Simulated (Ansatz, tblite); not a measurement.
Removing an electron: ZnCu₂⁻ (the lowest doublet isomer of a short search). Charge -1, multiplicity 2. Geometry: r2SCAN-D4/def2-TZVPD. Ansatz, gas phase; energy differences of separate SCF runs; the oxidised species is a singlet (the triplet lies 0.25 eV higher at PBE0-D4/def2-TZVPD).

Cartesian coordinates in Å:
```
Cu 1.275 -0.520 -0.027
Cu -0.556 0.151 -1.258
Zn -0.719 0.369 1.285
```

The xTB rows come from tblite. The structure comes from a short search, and lower isomers may exist.

| level | −HOMO (eV) | vertical IE (eV) | −LUMO (eV) | HOMO–LUMO gap (eV) | remarks |
| --- | --- | --- | --- | --- | --- |
| GFN1-xTB | – | 6.67 | – | – | – |
| GFN2-xTB | – | 2.31 | – | – | – |
| PBE-D4/def2-TZVPD | -0.45 | 1.63 | -1.09 | 0.63 | HOMO above zero (-1 doublet), restricted singlet, untested (singlet) |
| r2SCAN-D4/def2-TZVPD | -0.18 | 1.70 | -1.38 | 1.20 | HOMO above zero (-1 doublet), restricted singlet, untested (singlet) |
| PBE0-D4/def2-TZVPD | 0.02 | 1.44 | -1.87 | 1.89 | restricted singlet, untested (singlet) |

  A HOMO above zero means that the electron is unbound at that level or that self-interaction error raises the level; the energy of removing that electron tells which. HOMO and LUMO are the levels of the spin that leaves or enters (xTB has no such levels and no spin-polarisation term). Other spin states of the ions may lie lower, which would lower the ionisation energy or raise the affinity. Raw xTB energy differences between charge states are shifted by several eV; the methods need an empirical correction for them.
